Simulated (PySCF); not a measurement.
Geometries of 3 isomers of C3H9NO2Si, from PBE0-D3(BJ)/def2-SVP geometry optimisation, gas phase (PySCF). One conformer each, no zero-point energy, no frequencies.

Problem. Which isomer lies lowest at this level?
A.
```xyz
16
angstrom
C     -3.133   -0.309   -0.114
N     -2.367   -0.418    1.104
Si    -0.932   -1.329    1.297
O      0.365   -0.525    0.477
C      1.562   -1.111    0.529
C      2.618   -0.365   -0.231
O      1.743   -2.138    1.138
H     -2.953   -1.193   -0.746
H     -2.877    0.580   -0.721
H     -4.217   -0.277    0.090
H     -2.547    0.323    1.773
H     -0.612   -1.371    2.745
H     -1.106   -2.645    0.633
H      3.574   -0.895   -0.163
H      2.313   -0.263   -1.283
H      2.716    0.652    0.176
```
B.
```xyz
16
angstrom
C     -1.549   -2.524    0.984
N     -0.484   -1.908    1.269
Si    -0.219   -0.207    1.032
O      1.060    0.017    0.008
C      2.376   -0.383    0.275
O     -1.543    0.462    0.312
C     -1.647    1.760   -0.204
H     -1.626   -3.616    1.145
H     -2.453   -2.037    0.564
H      0.076    0.409    2.356
H      3.008   -0.116   -0.585
H      2.787    0.119    1.170
H      2.447   -1.474    0.432
H     -0.824    1.986   -0.904
H     -2.599    1.851   -0.748
H     -1.639    2.521    0.597
```
C.
```xyz
16
angstrom
N      1.748    1.139    0.435
C      1.945   -0.228   -0.016
Si     0.253   -0.957   -0.357
O     -0.599   -1.279    1.049
C     -1.812   -0.552    1.048
C     -1.629    0.646    0.108
O     -0.783    0.227   -0.951
H      1.346    1.701   -0.312
H      2.624    1.577    0.708
H      2.610   -0.363   -0.898
H      2.394   -0.829    0.796
H      0.314   -2.129   -1.275
H     -2.636   -1.202    0.697
H     -2.050   -0.225    2.072
H     -2.591    0.994   -0.302
H     -1.152    1.482    0.651
```

Solution. A. That is `CN[SiH2]OC(C)=O`, 12.3 kcal/mol below the next.

| SMILES | atoms numbered as above | E (Eh) | relative (kcal/mol) | relative (kJ/mol) | dipole (D) |
| --- | --- | --- | --- | --- | --- |
| CN[SiH2]OC(C)=O | [CH3:1][NH:2][SiH2:3][O:4][C:5]([CH3:6])=[O:7] | -613.69540 | 0.0 | 0.0 | 2.96 |
| NC[SiH]1OCCO1 | [NH2:1][CH2:2][SiH:3]1[O:4][CH2:5][CH2:6][O:7]1 | -613.67577 | 12.3 | 51.5 | 1.34 |
| C=N[SiH](OC)OC | [CH2:1]=[N:2][SiH:3]([O:4][CH3:5])[O:6][CH3:7] | -613.66483 | 19.2 | 80.3 | 0.55 |

As drawn, the lowest has a C=O bond, an N–H bond and a C(=O)–O unit, which the highest lacks; the highest has a C=N bond, which the lowest lacks.
